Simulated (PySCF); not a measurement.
A side-by-side comparison of computed properties.

First species: CH12OP2Si3.
SMILES: `C[Si@@H](P)[Si@H](P)O[SiH3]`

Second species: C₅H₁₀FPS.
SMILES: `CC/C(F)=P\CSC`

Levels: PBE0/pcSseg-1 for dipole moment, HOMO energy, LUMO energy and HOMO–LUMO gap; GFN2-xTB for rotational constant A and rotational constant C. Geometries: GFN2-xTB. All species are isolated and taken at one optimised geometry, non-relativistic unless stated; the electronic structure was computed with PySCF and density fitting.

The conformers computed, where there is a choice (atom-mapped SMILES and torsion angles):
- `[CH3:1][Si@@H:2]([PH2:3])[Si@H:4]([PH2:5])[O:6][SiH3:7]`: C1–Si2–Si4–P5 -173°, Si2–Si4–O6–Si7 150°, H–P3–Si2–C1 -73°, H–P3–Si2–C1 -166°, H–P5–Si4–Si2 54°, H–P5–Si4–Si2 -39°
- `[CH3:1][CH2:2]/[C:3]([F:4])=[P:5]\[CH2:6][S:7][CH3:8]`: C1–C2–C3–F4 72°, C3–P5–C6–S7 66°, P5–C6–S7–C8 61°

Values for the first species:

- Dipole moment: 1.53 D
- HOMO energy: -7.19 eV
- LUMO energy: -0.63 eV
- HOMO–LUMO gap: 6.56 eV
- Rotational constant A: 1.289 GHz
- Rotational constant C: 0.416 GHz

Problem. Estimate the same properties for the second species, and the change in each.

Solution. 
| property | first | second | second less first |
| --- | --- | --- | --- |
| dipole moment | 1.53 D | 1.48 D | -0.05 D |
| HOMO energy | -7.19 eV | -6.38 eV | +0.81 eV |
| LUMO energy | -0.63 eV | -1.54 eV | -0.91 eV |
| HOMO–LUMO gap | 6.56 eV | 4.84 eV | -1.72 eV |
| rotational constant A | 1.289 GHz | 1.935 GHz | +0.646 GHz |
| rotational constant C | 0.416 GHz | 0.783 GHz | +0.367 GHz |

On the first: The dipole matches unit charges of opposite sign 0.32 Å apart (1 e·Å = 4.8032 D).

On the second: The dipole matches unit charges of opposite sign 0.31 Å apart (1 e·Å = 4.8032 D). A dipole of 1.48 D is allowed in C1, and pure rotational transitions are dipole-allowed.
